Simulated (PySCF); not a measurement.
Two species compared at the same levels of theory.

First species: C6H10OSSi.
Structure used (GFN2-xTB), in Å, numbered top down from 1:
```xyz
19
C6H10OSSi angstrom
C     -3.5694    1.1131   -0.0755
C     -2.5424    0.6182   -0.4407
C     -1.2885    0.0161   -0.8362
C     -1.2803   -1.4935   -0.5806
S     -0.4069   -1.2531    1.0420
O      0.8578   -1.9939    1.0244
C     -0.1574    0.3448    0.1490
Si     1.5885    0.3901   -0.6174
C      2.8566    0.5981    0.7664
H     -4.4744    1.5487    0.2265
H     -1.0713    0.2970   -1.8729
H     -0.6318   -2.0413   -1.2577
H     -2.2529   -1.9724   -0.5019
H     -0.3653    1.2011    0.7899
H      1.5613    1.5428   -1.5346
H      1.8083   -0.8143   -1.4190
H      2.8660   -0.2817    1.4029
H      2.6397    1.4634    1.3876
H      3.8528    0.7259    0.3556
```

Second species: C6H10OSSi.
SMILES: `O=C1[C@@H]([C@H](S)C)[SiH2]C=C1`

Levels: PBE0/pcSseg-1 for dipole moment, HOMO energy, LUMO energy and HOMO–LUMO gap; GFN2-xTB for rotational constant A and rotational constant C. Geometries: GFN2-xTB. All species are isolated and taken at one optimised geometry, non-relativistic unless stated. Electronic properties by PySCF.

Dipoles, sizes and rotational constants follow the conformer. The torsions of the flexible species, by atom-mapped SMILES:
- `[CH:1]#[C:2][C@@H:3]1[CH2:4][S@@:5](=[O:6])[C@H:7]1[SiH2:8][CH3:9]`: S5–C7–Si8–C9 -72°
- `[CH3:1][C@@H:2]([SH:3])[C@H:4]1[SiH2:5][CH:6]=[CH:7][C:8]1=[O:9]`: C1–C2–C4–Si5 171°, H–S3–C2–C1 59°

**Question.** Which has the higher rotational constant A?

**Answer.** The first: 1.909 GHz against 1.751 GHz, a difference of 0.158 GHz.

**Question.** Which has the higher LUMO energy?

**Answer.** The first: 0.01 eV against -1.87 eV, a difference of 1.88 eV.

**Question.** Which of the two has the higher rotational constant C, and by how much?

**Answer.** The second: 0.814 GHz against 0.697 GHz, a difference of 0.117 GHz.

**Question.** Which has the higher HOMO–LUMO gap?

**Answer.** The first: 6.72 eV against 4.85 eV, a difference of 1.87 eV.

**Question.** Which of the two has the higher dipole moment, and by how much?

**Answer.** The second: 3.35 D against 2.55 D, a difference of 0.80 D.

On the first: In atomic units the dipole is 1.00 e·bohr (1 au = 2.5417 D).

On the second: In atomic units the dipole is 1.32 e·bohr (1 au = 2.5417 D).
